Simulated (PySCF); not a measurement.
C₂H₈O₂Si, SMILES C[C@H](O)[SiH2]O. Atoms are numbered in the order given.

```xyz
13

C      2.0737    -0.3576     0.4336
C      0.8297     0.2012    -0.2257
O      0.5065     1.5161     0.2452
Si    -0.7780    -0.7997    -0.0350
O     -1.9816     0.2197    -0.5721
H      1.9172    -0.5260     1.5130
H      2.3558    -1.3252    -0.0102
H      2.9227     0.3348     0.3170
H      1.0202     0.3295    -1.3056
H      0.5013     1.4868     1.2098
H     -0.8220    -2.0627    -0.8258
H     -0.9286    -1.1265     1.4229
H     -1.6932     1.1367    -0.4624
```
Charge 0, spin multiplicity 1.

Coordinates come from a PBE0-D3(BJ)/def2-SVP optimisation. The structure was generated by enumeration; whether it is a known compound was not checked. The values are those of a single conformer.

Vertical ionisation energy (IE) and electron affinity (EA) in eV. Rows of orbital energies are one-electron estimates. Where ΔSCF, EOM or ADC give a negative EA the extra electron is unbound and the value depends on the basis.

```tsv
level	IE	EA
−ε(HOMO), −ε(LUMO), M06-2X/def2-TZVP (PySCF)	8.82	-1.07
−ε(HOMO), −ε(LUMO), PBE/def2-TZVP (PySCF)	…	…
```

Question: What belongs in the gaps? (An estimate is asked for; the answer gives what the named calculation found.)

Answer: 
- −ε(HOMO), −ε(LUMO), PBE/def2-TZVP (PySCF), IE: 6.04
- −ε(HOMO), −ε(LUMO), PBE/def2-TZVP (PySCF), EA: 0.52
